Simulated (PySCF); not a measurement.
**Ionisation energy of I²⁺ by level of theory**

I²⁺ [Kr] 4d10 5s2 5p3 (4S) → I³⁺ [Kr] 4d10 5s2 5p2 (3P), as a difference of total energies. All numbers are calculated (PySCF 2.14, the spin-free X2C one-electron Hamiltonian (Gaussian nucleus), in aug-cc-pVTZ-DK3 (8s7p5d2f, 68 functions)). Correlated levels: valence: [Kr] 4d10 frozen. The calculations carry no spin-orbit coupling.

Order these methods by the ionisation energy they give, lowest first.
A. SCS-MP2 (valence)
B. UHF
C. LDA
D. r2SCAN

B (29.868 eV), A (30.179 eV), C (30.509 eV), D (30.567 eV).

A first-order spin-orbit estimate (lowest level to lowest level, LS coupling) adds -0.838 eV.

Errors of the correlated levels include the incompleteness of this basis and the frozen core.

For comparison: 29.57 ± 0.025 eV (measured; NIST Atomic Spectra Database, ionization energies).
